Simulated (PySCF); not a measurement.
**Relaxation of triplet PtH2**

Computed with UPBE0 in PySCF with Pt def2-TZVP with ECP60, H def2-TZVP; scalar-relativistic core potentials, no spin–orbit coupling; density-fitted integrals. A (50,194) grid was used.

A hand-made linear start, of D∞h symmetry, held to at least that symmetry:

```xyz
3
charge 0 multiplicity 3, angstrom
Pt    0.0000    0.0000    0.0000
H     0.0000    0.0000    1.5500
H     0.0000    0.0000   -1.5500
```

Optimiser trace:
| step | E − E(last) (kJ/mol) | largest gradient (Eh/bohr) |
| --- | --- | --- |
| 0 | 19.67 | 0.04058 |
| 1 | 2.10 | 0.01203 |
| 2 | 0.08 | 0.00228 |
| 3 | 0.00 | 0.00017 |
| 4 | 0.00 | 0.00000 |

It ends at D∞h with Pt–H 1.655 Å (×2); H–Pt–H 180.0°. A frequency run shows 2 imaginary modes (one degenerate set), down to 920i cm⁻¹, so it is a higher-order saddle point. Other isomers or separated fragments may lie lower.

Open d and f shells are described by one determinant, and the ground state may have another occupation or spin. No spin–orbit coupling is included, which matters more the heavier the element.
